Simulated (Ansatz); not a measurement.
H$_{12}$Si$_{5}$, quintet, at a GFN2-xTB geometry of the parent state (a higher spin typed on purpose: for a closed-shell molecule this is an excited state); MP2/def2-SV(P) run with Ansatz (a program for electronic structure).

The Ansatz input:
Ansatz 0.2 input:
```yaml
crystal:
  periodic: [false, false, false]
  atoms:
    - {symbol: Si, position_ang: [-0.39987379, -0.88118962, -2.13497317]}
    - {symbol: Si, position_ang: [0.00008728, 0.00003811, -0.00007686]}
    - {symbol: Si, position_ang: [-0.01936908, 2.34160751, -0.10489889]}
    - {symbol: Si, position_ang: [-1.67154749, -0.72989766, 1.47203667]}
    - {symbol: Si, position_ang: [2.09073072, -0.73054627, 0.76788792]}
    - {symbol: H, position_ang: [-1.68998104, -0.45654750, -2.68313463]}
    - {symbol: H, position_ang: [-0.41130091, -2.34577006, -2.14253522]}
    - {symbol: H, position_ang: [0.61550825, -0.47256910, -3.10822246]}
    - {symbol: H, position_ang: [0.23433488, 2.96233684, 1.19721786]}
    - {symbol: H, position_ang: [-1.30379917, 2.87015447, -0.56972258]}
    - {symbol: H, position_ang: [0.99732510, 2.86932833, -1.01760325]}
    - {symbol: H, position_ang: [-3.00679306, -0.28341603, 1.06836245]}
    - {symbol: H, position_ang: [-1.73661000, -2.19012134, 1.56527369]}
    - {symbol: H, position_ang: [-1.46866158, -0.23902180, 2.83697536]}
    - {symbol: H, position_ang: [2.17817573, -2.19028969, 0.84962613]}
    - {symbol: H, position_ang: [3.18787523, -0.30048259, -0.10188489]}
    - {symbol: H, position_ang: [2.40353971, -0.22377048, 2.10598823]}
basis:
  gaussian:
    orbitals: def2-SV_P_.json
magnetization: {spin_polarized: true, initial_magnetization: 4}
correlation: {method: mp2}
```
The basis file holds def2-SV(P) in the JSON format of the Basis Set Exchange.

**Question.** Predict the main parts of the log of this Ansatz run.

**Answer.** 
```
Functional definition: HF
1214 factors; integrals over basis functions are off by at most 9.3e-4 eV
mean field evaluation 1: about -39469.9349 eV, gradient 1.5e1 eV
mean field evaluation 2: about -39470.1030 eV, gradient 1.5e1 eV
mean field evaluation 4: about -39473.6161 eV, gradient 3.0e0 eV
mean field evaluation 8: about -39473.7854 eV, gradient 1.1e0 eV
mean field evaluation 16: about -39475.4725 eV, gradient 1.4e0 eV
mean field evaluation 32: about -39472.7426 eV, gradient 1.1e1 eV
mean field evaluation 64: about -39475.1057 eV, gradient 2.6e0 eV
mean field evaluation 96: about -39475.5463 eV, gradient 2.8e-6 eV
mean field evaluation 128: about -39470.4351 eV, gradient 1.7e1 eV
mean field evaluation 160: about -39474.4016 eV, gradient 2.9e0 eV
mean field evaluation 192: about -39475.5463 eV, gradient 8.9e-5 eV
mean field evaluation 224: about -39474.1023 eV, gradient 2.0e-1 eV
mean field evaluation 256: about -39475.1423 eV, gradient 4.7e0 eV
mean field -39475.54636007 eV, -1450.6995712461 hartree, gradient 3.0e-6 eV, S^2 6.061728; 14 other end points of the search recorded, 0 dependent functions left out
25 core orbitals not correlated
reference -39475.54636007 eV, -1450.6995712461 hartree; 18, 14 occupied and 71, 75 virtual orbitals, 1214 factors
second order -10.89027408 eV of doubles, -0.00000000 eV of singles
Total energy: -39486.43663415 eV, -1451.0997814370 hartree
```
